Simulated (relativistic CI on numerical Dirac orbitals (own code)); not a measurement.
Pb⁵⁹⁺: sensitivity of the levels to the model

Base calculation: Dirac-Coulomb-Breit CI, separate exchange-only KLI orbitals for each configuration, model QED, unscaled Slater integrals.

Configuration list (outside the closed core [Ne]): 3s²3p⁶3d⁵, 3s²3p⁵3d⁶, 3s²3p⁴3d⁷, 3s3p⁶3d⁶, 3p⁶3d⁷, 3s3p⁵3d⁷, 3s²3p⁶3d⁴4s, 3s²3p⁶3d⁴4p, 3s²3p⁴3d⁶4s, 3s²3p⁵3d⁵4s, 3s²3p⁶3d⁴4f, 3s²3p⁶3d³4s², 3s3p⁶3d⁵4s. Levels of other configurations are missing.

The lowest level and the first level of each name with at least 55 % of one term (blank where a level has no safe partner in the second run):

```tsv
Level	Base (eV)	Shift (eV)
3s²3p⁶3d⁵ ²D5/2	0.000	0.000
3s²3p⁶3d⁵ ²D3/2	153.586	-0.294
3s²3p⁶3d⁵ ⁴G9/2	227.272	-0.573
3s²3p⁶3d⁵ ²I13/2	230.494	-0.576
3s²3p⁶3d⁵ ⁴D1/2	233.704	-0.572
3s²3p⁶3d⁵ ²G7/2	244.731	-0.572
3s²3p⁶3d⁵ ⁴F5/2	247.428	-0.571
3s²3p⁶3d⁵ ²P3/2	283.393	-0.568
3s²3p⁵3d⁶ ⁴H°13/2	580.056	+0.708
3s²3p⁵3d⁶ ⁴I°15/2	589.462	+0.708
```

At this charge energies of transitions that change n are usually good to better than 1 %, and those within a shell (Δn = 0) to a few per cent.

One thing was changed in a second run, which moved the levels as shown. Which?
A. configuration mixing switched off
B. Breit term removed
C. valence Slater integrals scaled by 0.9
D. QED terms removed

D. QED terms removed. QED shifts follow the density of s (and p1/2) electrons at the nucleus, so configurations move by their count of such electrons; where none moves, the smaller shifts of p3/2 electrons and of j = l + 1/2 against j = l − 1/2 set the pattern.

LS names give the leading component of a level, which can be under half, so a name can repeat, a term be missing and a line seem to break the LS rules.
